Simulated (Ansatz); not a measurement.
Species: C₆H₆N (charge 0, doublet). It need not be the lowest isomer of its formula. SMILES: [CH]1CCC=C1C#N
Structure (B3LYP-D3(BJ)/def2-TZVP (Ansatz, a first-principles code) minimum search):
```xyz
13

C     -1.6058    -1.0273     0.4474
C     -1.8045     0.5104     0.5634
C     -0.4746     1.0876     0.1830
C      0.4134     0.0627    -0.1225
C     -0.1808    -1.1870     0.0113
C      1.7676     0.2679    -0.5239
N      2.8603     0.4335    -0.8478
H     -2.2961    -1.4759    -0.2737
H     -1.7914    -1.5368     1.3980
H     -2.0946     0.8105     1.5751
H     -2.5993     0.8714    -0.0966
H     -0.2424     2.1407     0.1512
H      0.3094    -2.1305    -0.1711
```
Charge 0, spin multiplicity 2.

Property: atomisation energy (electronic, to ground-state atoms), in kcal/mol. Correlated levels leave the core frozen unless marked. Open shells are spin-unrestricted. No spin-orbit coupling. Non-relativistic. The coupled-cluster limit lacks core correlation, which all-electron functionals hold. CBS marks a two-point X^-3 extrapolation of the correlation energy; Hartree-Fock from the larger set.

The UHF reference is spin-contaminated (<S^2> 0.32 over the pure value in the largest basis). 

| level | program | atomisation energy (kcal/mol) |
|---|---|---|
| PBE-D3(BJ)/def2-TZVPD | Ansatz + dftd3 | 1487.5 |
| revPBE-D4/def2-TZVPD | Ansatz + dftd4 | 1448.3 |
| revPBE/def2-TZVPD | Ansatz | 1424.6 |
| r2SCAN-D3(BJ)/def2-TZVPD | Ansatz + dftd3 | 1438.5 |
| PBE0/6-31G* | Ansatz | 1447.5 |
| PBE0/def2-TZVPD | Ansatz | 1447.2 |
| BHLYP-D3(BJ)/def2-TZVPD | Ansatz + dftd3 | [?] |
| r2SCANh-D4/def2-TZVPD | Ansatz + dftd4 | 1428.0 |
| r2SCAN0/def2-TZVPD | Ansatz | 1411.3 |
| HSE06-D3(BJ)/def2-TZVPD | Ansatz + dftd3 | 1453.6 |
| LC-wPBE-D4/def2-TZVPD | Ansatz + dftd4 | [?] |
| B2GP-PLYP/def2-TZVPD | Ansatz | 1411.7 |
| SCS-MP2/STO-3G | Ansatz | 1382.8 |
| CCSD(T)/CBS(cc-pVTZ,cc-pVQZ) | Ansatz | 1422.8 |

Question: Complete the blanks.

Answer: 
- BHLYP-D3(BJ)/def2-TZVPD, atomisation energy (kcal/mol): 1384.3
- LC-wPBE-D4/def2-TZVPD, atomisation energy (kcal/mol): 1444.9
